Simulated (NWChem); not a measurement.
Molecule: MoNH$_{2}$SOCl; SMILES [NH]=[Mo]([OH])(=[S])[Cl]

```xyz
7

Mo    -0.2304    -0.0856    -0.0394
N     -0.9005    -0.2280    -1.6025
H     -0.9376    -0.6015    -2.5507
S      1.2861    -1.5383     0.1589
Cl     0.6706     2.0000     0.1272
O     -1.5693    -0.3902     1.2159
H     -2.5040    -0.4726     0.9895
```
Atoms are numbered in this order, from 1.

Program: NWChem. Medium grid unless said otherwise, to which SCAN and Minnesota functionals are sensitive. Structure relaxed at the PBE0/def2-SVP level. No frequency run checked for a minimum. def2 effective core potentials on Mo; no spin-orbit coupling.

Task: Among these, which level gives the lowest value of “highest occupied level (eV)”?
A. B97-D/def2-SVP
B. B3LYP/def2-SVP
C. B97-2/def2-SVP
D. MPW1K/def2-SVP

Result: D, MPW1K/def2-SVP. Values: MPW1K/def2-SVP -8.54; B97-2/def2-SVP -7.39; B3LYP/def2-SVP -7.29; B97-D/def2-SVP -6.36
